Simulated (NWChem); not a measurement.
System meant: Ca cation, doublet

The following NWChem deck was run.

```
start job
memory heap 200 mb stack 900 mb global 1100 mb
charge 1
geometry units angstroms noautoz
  Ca     0.000000     0.000000     0.000000
end
basis spherical
  * library def2-svp
end
dft
  odft
  mult 3
  xc b3lyp
  iterations 150
  mulliken
end
task dft energy
```

End of the output:

```
            Nuclear Dipole moment (a.u.)
            ----------------------------
        X                 Y               Z
 ---------------- ---------------- ----------------
     0.0000000000     0.0000000000     0.0000000000

            XYZ format geometry
            -------------------
     1
 geometry
 Ca                    0.00000000     0.00000000     0.00000000

 Summary of "ao basis" -> "" (spherical)
 ------------------------------------------------------------------------------
       Tag                 Description            Shells   Functions and Types
 ---------------- ------------------------------  ------  ---------------------
 *                          def2-svp                  on all atoms

                                 NWChem DFT Module
                                 -----------------

 Summary of "ao basis" -> "ao basis" (spherical)
 ------------------------------------------------------------------------------
       Tag                 Description            Shells   Functions and Types
 ---------------- ------------------------------  ------  ---------------------
 Ca                         def2-svp                10       24   5s3p2d

 Summary of "ao basis" -> "ao basis" (spherical)
 ------------------------------------------------------------------------------
       Tag                 Description            Shells   Functions and Types
 ---------------- ------------------------------  ------  ---------------------
 Ca                         def2-svp                10       24   5s3p2d

  number of electrons :                   19
  multiplicity        :                    3
 ------------------------------------------------------------------------
  no. of electrons and multiplicity not compatible                  19
 ------------------------------------------------------------------------
 ------------------------------------------------------------------------
  current input line :
    17: task dft energy
 ------------------------------------------------------------------------
 ------------------------------------------------------------------------
 There is an error in the input file
 ------------------------------------------------------------------------
 For more information see the NWChem manual at https://nwchemgit.github.io

0: no. of electrons and multiplicity not compatible:Received an Error in Communication
```

Q: What is wrong, and how is it mended?

A: The input was rejected before any calculation. Cause: the multiplicity doesn't fit the number of electrons (an even count wants an odd multiplicity, and the reverse). This input runs:
```
start job
memory heap 200 mb stack 900 mb global 1100 mb
charge 1
geometry units angstroms noautoz
  Ca     0.000000     0.000000     0.000000
end
basis spherical
  * library def2-svp
end
dft
  odft
  mult 2
  xc b3lyp
  iterations 150
  mulliken
end
task dft energy
```
It converges to -677.26119 Ha (B3LYP/def2-SVP, spin-unrestricted).
